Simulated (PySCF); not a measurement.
**SbOF3, singlet: data card**

Computed with PySCF, PBE0, basis Sb def2-SVP with ECP28, O def2-SVP, F def2-SVP (scalar-relativistic core potentials, no spin–orbit coupling, density fitting).

The structure is a minimum.

```xyz
5
charge 0 multiplicity 1, angstrom
Sb    0.0000   -0.1052   -0.0744
O     0.0000   -1.5820   -1.1190
F     1.4216    0.1915    1.1408
F    -1.4216    0.1915    1.1408
F     0.0000    1.6135   -0.8694
```

| Item | Value |
| --- | --- |
| Point group | C3v |
| Bond lengths | Sb–F 1.894 Å (×3), Sb–O 1.809 Å |
| Bond angles | F–Sb–F 97.3° (×3), F–Sb–O 119.9° (×3) |
| Entropy at 298.15 K and 1 bar | 328.2 J/(mol K) |
| Atomisation energy without zero-point energy | 1377 kJ/mol |
| Lowest empty level | -4.09 eV |
| Zero-point energy | 23.4 kJ/mol |
| Heat capacity Cp at 298.15 K | 84.8 J/(mol K) |
| Rotational constants | 0.1098, 0.09538, 0.09538 cm⁻¹ |
| Dipole moment | 0.30 D |
| Highest occupied level | -9.79 eV |
| Principal polarisabilities | 28.0, 28.0, 37.1 bohr³ |
| Rotational symmetry number | 3 |
| Enthalpy at 298.15 K above 0 K | 18.45 kJ/mol |
| Principal quadrupole moments (Buckingham, traceless) about the centre of mass | -5.64, 2.82, 2.82 D Å |

Harmonic modes (masses in u: Sb 120.904, O 15.995, F 18.998):
| symmetry | ω (cm⁻¹) | IR (km/mol, summed over degenerate members) | μ (u) | type |
| --- | --- | --- | --- | --- |
| e | 167 | 10.3 | 18.10 | bend |
| e | 211 | 84.0 | 21.53 | bend |
| a1 | 229 | 35.1 | 22.07 | bend |
| a1 | 673 | 30.5 | 19.67 | stretch |
| e | 691 | 144 | 21.87 | stretch |
| a1 | 872 | 32.3 | 18.47 | stretch |

In C3v the vibrations span 3e + 3a1.

Charges (e):
| atom | Mulliken | Löwdin | polar tensor | Mayer order to Sb1 |
| --- | --- | --- | --- | --- |
| Sb1 | 1.58 | 1.25 | 2.21 | – |
| O2 | -0.47 | -0.43 | -0.53 | 1.77 |
| F3,4,5 | -0.37 | -0.27 | -0.56 | 0.89 |

Mulliken populations on Sb1 (electrons outside its core potential): s 3.20, p 7.68, d 10.54.

Counting electrons, antimony keeps none of its valence electrons outside its bonds, so the VSEPR class is AX4 and the expected shape is tetrahedral; with unlike ligands the computed point group is C3v.

This need not be the most stable arrangement of these atoms.

The final relaxation and frequency run took 57 s on 2 threads of a shared Arm Neoverse N1 host, with 82 basis functions and 13 gradients; the process peaked at 1.1 GiB. Launch command: `OMP_NUM_THREADS=2 python axn.py task.json out`.
